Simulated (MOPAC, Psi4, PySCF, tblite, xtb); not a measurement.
Dimer N2 ··· H3B (SMILES N#N and B), singlet at R = 2.02 Å between the centres of mass, closest contact 1.47 Å (lowest of the rigid-body minima from ten starts at GFN2-xTB). Geometry in Å and degrees:

```
6

N      0.545     0.000     0.000
N     -0.545     0.000     0.000
B     -2.016    -0.079    -0.046
H     -2.062    -0.094     1.142
H     -2.053     0.956    -0.630
H     -1.933    -1.100    -0.651
```

Methods: GFN2-xTB (tblite); SAPT0/jun-cc-pVDZ, frozen core (Psi4); revPBE/def2-TZVP, counterpoise-corrected (Psi4); revPBE-D3(BJ)/def2-TZVP, counterpoise-corrected (Psi4); PBE/def2-TZVP, counterpoise-corrected (Psi4); PBE-D3(BJ)/def2-TZVP, counterpoise-corrected (Psi4); HF/aug-cc-pVTZ, counterpoise-corrected (Psi4); MP2/aug-cc-pVTZ = DF-MP2/aug-cc-pVTZ, frozen core, counterpoise-corrected (Psi4 1.11); SCS-MP2/aug-cc-pVTZ = DF-SCS-MP2/aug-cc-pVTZ, frozen core, counterpoise-corrected run with Psi4; MP2/aug-cc-pVDZ = DF-MP2/aug-cc-pVDZ, frozen core, counterpoise-corrected in Psi4; CCSD/aug-cc-pVDZ = DF-CCSD/aug-cc-pVDZ, frozen core, counterpoise-corrected (Psi4); CCSD(T)/aug-cc-pVDZ = Psi4 with DF-CCSD(T)/aug-cc-pVDZ, frozen core, counterpoise-corrected; AM1, restricted, heats of formation (MOPAC); PM6, restricted, heats of formation (MOPAC); GFN1-xTB (xtb); RKS-B3LYP/6-31G* = restricted B3LYP/6-31G*, spherical d, no counterpoise correction run with PySCF; RKS-B3LYP/6-311+G** = restricted B3LYP/6-311+G**, spherical d, no counterpoise correction in PySCF 2.14.0; RHF/LANL2DZ = restricted Hartree-Fock/LANL2DZ, no counterpoise correction (PySCF); RMP2/3-21G = restricted MP2 (frozen core)/3-21G, no counterpoise correction (PySCF).

Question: What interaction energy does each level give?

Answer: 
```csv
method,E_int / kcal/mol
GFN2-xTB,-25.61
PM6,-16.55
GFN1-xTB,-11.83
PBE-D3(BJ)/def2-TZVP,-2.79
PBE/def2-TZVP,-1.77
revPBE-D3(BJ)/def2-TZVP,1.88
revPBE/def2-TZVP,4.57
AM1,5.33
RKS-B3LYP/6-31G*,7.25
RKS-B3LYP/6-311+G**,10.24
MP2/aug-cc-pVTZ,11.75
SAPT0/jun-cc-pVDZ,12.05
RMP2/3-21G,14.01
SCS-MP2/aug-cc-pVTZ,16.85
MP2/aug-cc-pVDZ,17.25
CCSD(T)/aug-cc-pVDZ,20.08
CCSD/aug-cc-pVDZ,22.11
RHF/LANL2DZ,31.23
HF/aug-cc-pVTZ,32.41
```
